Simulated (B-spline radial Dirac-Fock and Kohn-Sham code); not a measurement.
## Au⁵⁺ 4d5/2: cross section and angular parameters

System: gold as Au⁵⁺, configuration [Xe] 4f14 5d6; threshold 409.4 eV (orbital energy of the model). Level of theory: Dirac-Hartree-Slater photoionisation with a Latter tail; cross sections with all multipoles, angular parameters from the dipole term and its interference with E2; a radial finite-basis atomic code.

Input of the calculation (task.json; shells as n, l, electrons):

```json
{"items": [{
  "Z": 79,
  "q": 5,
  "cfg": [[1, 0, 2], [2, 0, 2], [2, 1, 6], [3, 0, 2], [3, 1, 6], [3, 2, 10], [4, 0, 2], [4, 1, 6], [4, 2, 10], [4, 3, 14], [5, 0, 2], [5, 1, 6], [5, 2, 6]],
  "A": 197,
  "rrms": 5.4371,
  "do": "xps",
  "hv": [50.6, 62.4, 70.6, 73.3, 84.2, 100, 111.0, 129.0, 150, 163.0, 242.0, 300, 400, 415.0, 600, 799.0, 960.0, 1000, 1260.0, 1360.0, 2210.0, 3550.0, 3990.0, 4000, 4250.0, 5460.0, 6000, 7480.0, 12800.0]
}]}
```

Run with: `python xray2_run.py task.json out`

```
hν (eV)  σ (kb)      β       γ      δ
    600     386  0.033   0.042  0.138
    799     355  0.647   0.198  0.057
    960     300  0.890   0.143  0.025
   1000     287  0.933   0.124  0.020
   1260     210  1.125   0.017  0.007
   1360     186  1.171  -0.011  0.006
   2210    74.4  1.333  -0.012  0.018
   3550    24.5  1.343   0.275  0.045
   3990    18.2  1.330   0.380  0.054
   4000    18.0  1.330   0.383  0.054
   4250       ?      ?       ?      ?
   5460    7.71  1.270   0.708  0.083
   6000    5.88  1.246   0.816  0.094
   7480    3.06  1.182   1.077  0.124
  12800   0.551  0.991   1.733  0.233
```

Task: Give the values at 4250 eV.

Result: σ = 15.4 kb, β = 1.321, γ = 0.441, δ = 0.059.
